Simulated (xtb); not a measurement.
Input file for xtb: GFN2-xTB on CdFH (SMILES [F][CdH]), a point of a bond scan (R = 2.207 Å).

```
$ xtb mol.xyz --gfn 2 --sp --chrg 0 --uhf 0
3

Cd    -0.00000000    -0.00000000    -0.27480080
H      0.00000000     0.00000000    -2.48218403
F      0.00000000     0.00000000     1.67781534
```

The head of its log:

```
[...]
           -------------------------------------------------
          |                Calculation Setup                |
           -------------------------------------------------



molecular fragmentation (1/2 indicates fragments):
112
# atoms in fragment 1/2:     2     1
 fragment masses (1/2) :      113.42       19.00
CMA distance (Bohr)    :   3.727
constraining FC (au)   :  0.0500

           -------------------------------------------------
          |                 G F N 2 - x T B                 |
           -------------------------------------------------

        Reference                      10.1021/acs.jctc.8b01176
      * Hamiltonian:
        H0-scaling (s, p, d)           1.850000    2.230000    2.230000
        zeta-weighting                 0.500000
      * Dispersion:
        s8                             2.700000
        a1                             0.520000
        a2                             5.000000
        s9                             5.000000
      * Repulsion:
        kExp                           1.500000    1.000000
        rExp                           1.000000
      * Coulomb:
        alpha                          2.000000
        third order                    shell-resolved
        anisotropic                    true
        a3                             3.000000
        a5                             4.000000
        cn-shift                       1.200000
        cn-exp                         4.000000
        max-rad                        5.000000


          ...................................................
          :                      SETUP                      :
          :.................................................:
          :  # basis functions                   9          :
          :  # atomic orbitals                   9          :
          :  # shells                            5          :
          :  # electrons                        10          :
          :  max. iterations                   250          :
          :  Hamiltonian                  GFN2-xTB          :
          :  restarted?                      false          :
          :  GBSA solvation                  false          :
          :  PC potential                    false          :
          :  electronic temp.          300.0000000     K    :
          :  accuracy                    1.0000000          :
          :  -> integral cutoff          0.2500000E+02      :
          :  -> integral neglect         0.1000000E-07      :
          :  -> SCF convergence          0.1000000E-05 Eh   :
          :  -> wf. convergence          0.1000000E-03 e    :
          :  Broyden damping             0.4000000          :
          :  net charge                          0          :
          :  unpaired electrons                  0          :
          ...................................................

 iter      E             dE          RMSdq      gap      omega  full diag
   1     -5.6904575 -0.569046E+01  0.441E+01    4.96       0.0  T
   2     -5.7895703 -0.991129E-01  0.232E+01    3.12       1.0  T
```

### Question
Give the final energy of this run.

### Answer
-5.8178 hartree.
